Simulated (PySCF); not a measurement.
C2H4O2, triplet, geometry from GFN2-xTB (a higher spin typed on purpose: for a closed-shell molecule this is an excited state); R2SCAN/3-21G (PySCF).

The PySCF input:
```python
from pyscf import gto, scf, dft

mol = gto.M(
    atom='''
C    -1.407009   -0.234989    0.355862
O    -0.143760   -0.854520    0.154963
C     0.928519   -0.021311   -0.005850
O     0.986601    1.053255   -0.699545
H    -1.567321    0.539182   -0.399844
H    -2.145792   -1.030463    0.270004
H    -1.475726    0.215836    1.351834
H     1.317048    0.223361    1.034594
''',
    basis='3-21g',
    charge=0,
    spin=2,
    verbose=4,
)

mf = dft.UKS(mol)
mf.xc = 'r2scan'
mf.diis_space = 2
mf.kernel()
```

Output, abridged:

```
PySCF version 2.14.0

[INPUT] verbose = 4
[INPUT] num. atoms = 8
[INPUT] num. electrons = 32
[INPUT] charge = 0
[INPUT] spin (= nelec alpha-beta = 2S) = 2
[INPUT] symmetry False subgroup None
[INPUT] Mole.unit = angstrom
[INPUT] Symbol           X                Y                Z      unit          X                Y                Z       unit  Magmom
[...]
nuclear repulsion = 119.061428058054
number of shells = 28
number of NR pGTOs = 72
number of NR cGTOs = 44
basis = 3-21g
ecp = {}

******** <class 'pyscf.dft.uks.UKS'> ********
method = UKS
initial guess = minao
damping factor = 0
level_shift factor = 0
DIIS = <class 'pyscf.scf.diis.CDIIS'>
diis_start_cycle = 1
diis_space = 2
diis_damp = 0
SCF conv_tol = 1e-09
SCF conv_tol_grad = None
SCF max_cycles = 50
direct_scf = True
direct_scf_tol = 1e-13
number electrons alpha = 17  beta = 15
XC library pyscf.dft.libxc version 7.1.2
    S. Lehtola, C. Steigemann, M. J. T. Oliveira, and M. A. L. Marques,  SoftwareX 7, 1–5 (2018)
XC functionals = r2scan
    J. W. Furness, A. D. Kaplan, J. Ning, J. P. Perdew, and J. Sun,  J. Phys. Chem. Lett. 11, 8208–8215 (2020)
    J. W. Furness, A. D. Kaplan, J. Ning, J. P. Perdew, and J. Sun,  J. Phys. Chem. Lett. 11, 9248–9248 (2020)
    J. W. Furness, A. D. Kaplan, J. Ning, J. P. Perdew, and J. Sun,  J. Phys. Chem. Lett. 11, 8208–8215 (2020)
    J. W. Furness, A. D. Kaplan, J. Ning, J. P. Perdew, and J. Sun,  J. Phys. Chem. Lett. 11, 9248–9248 (2020)
radial grids:
    Treutler-Ahlrichs [JCP 102, 346 (1995); DOI:10.1063/1.469408] (M4) radial grids

becke partition: Becke, JCP 88, 2547 (1988); DOI:10.1063/1.454033
pruning grids: <function nwchem_prune>
grids dens level: 3
symmetrized grids: False
atomic radii adjust function: <function treutler_atomic_radii_adjust>
small_rho_cutoff = 0
Set gradient conv threshold to 3.16228e-05
tot grids = 95632
init E= -227.853721778953

cycle= 1 E= -227.394448783487  delta_E= 0.459  |g|= 0.487  |ddm|= 2.04

cycle= 2 E= -226.693326837313  delta_E= 0.701  |g|= 1.32  |ddm|= 2.03

cycle= 3 E= -227.492659796648  delta_E= -0.799  |g|= 0.201  |ddm|= 1.76

cycle= 4 E= -227.44844101437  delta_E= 0.0442  |g|= 0.409  |ddm|= 0.551

cycle= 5 E= -227.510661367432  delta_E= -0.0622  |g|= 0.0341  |ddm|= 0.329

cycle= 6 E= -227.509055153832  delta_E= 0.00161  |g|= 0.0725  |ddm|= 0.118

cycle= 7 E= -227.509765691304  delta_E= -0.000711  |g|= 0.0585  |ddm|= 0.127

cycle= 8 E= -227.510565520231  delta_E= -0.0008  |g|= 0.0463  |ddm|= 0.0977

[...]

cycle= 18 E= -227.499639962591  delta_E= 0.00911  |g|= 0.164  |ddm|= 0.188

cycle= 19 E= -227.495857088321  delta_E= 0.00378  |g|= 0.185  |ddm|= 0.332

cycle= 20 E= -227.503439797625  delta_E= -0.00758  |g|= 0.145  |ddm|= 0.293

cycle= 21 E= -227.495985171447  delta_E= 0.00745  |g|= 0.186  |ddm|= 0.199

cycle= 22 E= -227.350375189484  delta_E= 0.146  |g|= 0.579  |ddm|= 0.772

cycle= 23 E= -227.499361502897  delta_E= -0.149  |g|= 0.176  |ddm|= 0.686

cycle= 24 E= -227.463467438157  delta_E= 0.0359  |g|= 0.333  |ddm|= 0.378

cycle= 25 E= -227.378028127724  delta_E= 0.0854  |g|= 0.527  |ddm|= 0.797

cycle= 26 E= -227.465545976762  delta_E= -0.0875  |g|= 0.346  |ddm|= 0.753

cycle= 27 E= -227.402895509877  delta_E= 0.0627  |g|= 0.495  |ddm|= 0.529

cycle= 28 E= -226.985209031728  delta_E= 0.418  |g|= 1.03  |ddm|= 1.25

cycle= 29 E= -227.413484321767  delta_E= -0.428  |g|= 0.502  |ddm|= 1.17

cycle= 30 E= -227.138563356075  delta_E= 0.275  |g|= 0.912  |ddm|= 1.07

cycle= 31 E= -226.855568722909  delta_E= 0.283  |g|= 1.16  |ddm|= 1.57

cycle= 32 E= -227.214478700873  delta_E= -0.359  |g|= 0.869  |ddm|= 1.47

cycle= 33 E= -226.544417633712  delta_E= 0.67  |g|= 1.44  |ddm|= 1.97

cycle= 34 E= -225.78319365371  delta_E= 0.761  |g|= 1.89  |ddm|= 2.56

cycle= 35 E= -226.518336047269  delta_E= -0.735  |g|= 1.49  |ddm|= 2.42
cycle= 36 E= -222.595655928851  delta_E= 3.92  |g|= 2.77  |ddm|= 5.66
cycle= 37 E= -223.081084749201  delta_E= -0.485  |g|= 2.66  |ddm|= 4.56

cycle= 38 E= -224.142190366817  delta_E= -1.06  |g|= 2.52  |ddm|= 5.75
cycle= 39 E= -217.569460011161  delta_E= 6.57  |g|= 3.31  |ddm|= 6.65
cycle= 40 E= -215.164634623456  delta_E=  2.4  |g|= 3.76  |ddm|= 8.12

cycle= 41 E= -222.150297091714  delta_E= -6.99  |g|= 2.73  |ddm|= 10.3

cycle= 42 E= -215.081498716663  delta_E= 7.07  |g|= 3.41  |ddm|= 9.04

cycle= 43 E= -212.522101258664  delta_E= 2.56  |g|= 4.03  |ddm|= 9.11
cycle= 44 E= -221.420304437023  delta_E= -8.9  |g|= 2.83  |ddm|= 11.5

cycle= 45 E= -214.563070066665  delta_E= 6.86  |g|= 3.55  |ddm|= 8.76

cycle= 46 E= -212.55376552194  delta_E= 2.01  |g|= 4.03  |ddm|= 9.23
cycle= 47 E= -221.157900181208  delta_E= -8.6  |g|= 2.88  |ddm|= 11.2

cycle= 48 E= -214.610674698374  delta_E= 6.55  |g|=  3.6  |ddm|= 8.28

cycle= 49 E= -212.056698514119  delta_E= 2.55  |g|=  4.1  |ddm|= 9.12
cycle= 50 E= -221.047595127006  delta_E= -8.99  |g|= 2.91  |ddm|=   11
SCF not converged.
SCF energy = -221.047595127006 after 50 cycles  <S^2> = 2.0026018  2S+1 = 3.0017341
```

The run did not converge; its last values are not results.
